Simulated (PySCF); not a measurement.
**Se: excitation energy**

Se [Ar] 3d10 4s2 4p4 (3P) → Se [Ar] 3d10 4s1 4p4 4d1 (high-spin determinant), as a difference of total energies. All numbers are calculated (PySCF 2.14, scalar relativity by spin-free X2C-1e, in x2c-QZVPPall with one added diffuse shell each of s, p, d, f type (12s9p6d5f1g, 113 functions)). Correlated levels: valence: [Ar] 3d10 frozen; valence and next inner shell: [Ne] frozen. The calculations carry no spin-orbit coupling.

| method | excitation energy (eV) |
| --- | --- |
| UHF | 18.133 |
| LDA | 19.296 |
| PBE | 18.896 |
| PBE0 | 18.953 |
| r2SCAN | 18.813 |
| HSE06 | 19.021 |
| BLYP | 19.195 |
| TPSSh | 18.926 |
| MP2 (valence) | 18.619 |
| SCS-MP2 (valence) | 18.810 |
| MP2 (valence and next inner shell) | 19.033 |
| SCS-MP2 (valence and next inner shell) | 19.122 |

Q: How much does correlation contribute at MP2 (valence and next inner shell)?

A: 19.033 − (18.133) = 0.900 eV, measured against UHF.

A first-order spin-orbit estimate (lowest level to lowest level, LS coupling) adds -0.014 eV.

The upper state lies above the first ionisation limit, where it may autoionise and the basis confines it.

The promoted electron is Rydberg-like, and one or two diffuse shells describe it only roughly, which tends to raise the upper state.

In the upper state the promoted electron has a positive orbital energy at LDA, PBE, r2SCAN, HSE06, BLYP, TPSSh, so the basis confines it.

The determinant of the upper state mixes LS terms, which raises its energy above the lowest term, most at the Hartree-Fock and MP2 levels.
